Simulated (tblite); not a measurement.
`[SiH3]/N=C/C1=CC1`. Structure optimised with GFN2-xTB, isolated species.

```
atom  x, y, z in Å
Si1    2.7757    0.0461    0.0256
N2     1.0697   -0.0119    0.1716
C3     0.1113    0.1966   -0.6209
C4    -1.2430    0.0422   -0.2163
C5    -2.5237    0.0402   -0.5003
C6    -2.1769   -0.2746    0.9196
H7     3.1748    1.0033    1.0544
H8     3.1841   -1.3241    0.3271
H9     3.3147    0.4566   -1.2788
H10    0.2432    0.5042   -1.6701
H11   -3.3217    0.1467   -1.1938
H12   -2.3519    0.4695    1.6875
H13   -2.2608   -1.2942    1.2766
```

(1) What is the longest distance between nuclei?

(2) Work out the bond lengths Si1–H8, N2=C3, C3–H10, C6–H12, C6–H13 in bohr.

(3) Give the dihedral angles C5–C4–C6–H13, C5–C4–C6–H12, C3–C4–C5–H11, N2–C3–C4–C6.

(4) What are the angles N2–Si1–H8, N2–Si1–H9, C4–C5–H11, C4–C5–C6, C4–C6–H13?

(5) How far apart are these pairs, which share no bond: Si1···H13, C3···H13, C5···H13, C6···H8, H8···H13, H9···H11, H12···H13?

(6) How far are the heavy atoms from their best plane (unweighted least squares)?

(7) Where is the centre of mass (commonest isotopes), and what is the radius of gyration?

(8) What is the repulsion energy of the bare nuclei, Σ ZA·ZB/RAB?

(9) Write the matrix of distances between heavy atoms (Å, lower triangle).

Answers

(1) H7···H11, 6.93 Å; the next longest distance is 6.84 Å.

(2) For Si1–H8 the difference vector is (0.4084, -1.3702, 0.3015) Å, of length 1.4612 Å. 1 bohr = 0.529177 Å. Si1–H8 2.761; N2=C3 2.383; C3–H10 2.081; C6–H12 2.048; C6–H13 2.048 bohr.

(3) C5–C4–C6–H13 106° (anticlinal); C5–C4–C6–H12 -106° (anticlinal); C3–C4–C5–H11 0° (synperiplanar); N2–C3–C4–C6 3° (synperiplanar). Dihedral signs follow IUPAC: positive where, seen along the central bond, the front bond turns clockwise onto the rear one.

(4) From the scalar product of the two bond vectors; for N2–Si1–H8 it is -0.5732 Å² over 1.7132 × 1.4612 Å², cos θ = -0.2290. N2–Si1–H8 103.2°; N2–Si1–H9 116.8°; C4–C5–H11 151.0°; C4–C5–C6 64.4°; C4–C6–H13 119.7°.

(5) Si1···H13 5.360 Å (5 bonds apart); C3···H13 3.384 Å (3 bonds apart); C5···H13 2.238 Å (2 bonds apart); C6···H8 5.495 Å (5 bonds apart); H8···H13 5.527 Å (6 bonds apart); H9···H11 6.644 Å (6 bonds apart); H12···H13 1.813 Å (2 bonds apart).

(6) 0.020 Å rms; Si1 0.02, N2 0.00, C3 0.03, C4 0.01, C5 0.03, C6 0.01 Å (magnitudes).

(7) Mass 97.035 u; centre at (0.254, 0.012, -0.017) Å; Rg = √(Σ m r²/M) = 2.195 Å. As Ia + Ib + Ic = 2 Σ m r², the three principal moments sum to 935.3 u·Å².

(8) 249.50 Eh over 78 pairs, with full nuclear charges and distances in bohr; the largest single term is 30.27 Eh (Si1 with N2).

(9) 
```
Si1   0.000
N2    1.713  0.000
C3    2.746  1.261  0.000
C4    4.026  2.346  1.422  0.000
C5    5.325  3.656  2.642  1.312  0.000
C6    5.043  3.342  2.798  1.504  1.495  0.000
```

Its GFN2-xTB frequencies are all real (lowest 73 cm⁻¹). The numbers are those of one conformer. 2 starts were optimised and ended at 0.00 and 1.44 kcal/mol (GFN2-xTB); the lowest of these is shown.

The run took 0.29 s on one thread of an Arm Neoverse V2, on a shared host. These figures are those of the optimisation.

All values are computed, not measured.
